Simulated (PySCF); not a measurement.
**How methods differ on the interval between two levels of Te**

Te [Kr] 4d10 5s2 5p4 [3P2, M_J = 2] → Te [Kr] 4d10 5s1 5p5 [3P2, M_J = 2], as a difference of total energies. Calculation: PySCF 2.14, in x2c-SVPall-2c with one added diffuse shell each of s, p type (7s9p4d, 54 functions); the two-component X2C-1e Hamiltonian. Correlated levels: [Ar] 3d10 frozen; the 6 highest virtual spinors dropped. "Screened" scales the spin-orbit matrix elements by Boettger's factors to mimic the two-electron term; Breit and QED terms are absent.

```csv
method,interval between two levels (cm⁻¹)
GHF (spin-free),80498
GMP2 (spin-free),74797
GHF (screened spin-orbit),81263
GMP2 (screened spin-orbit),75376
```

The labels give the starting determinants; with spin-orbit coupling the two ends relaxed to ⟨J²⟩ = 6.02, ⟨L²⟩ = 2.28, ⟨S²⟩ = 1.90 and ⟨J²⟩ = 6.05, ⟨L²⟩ = 2.03, ⟨S²⟩ = 2.06.
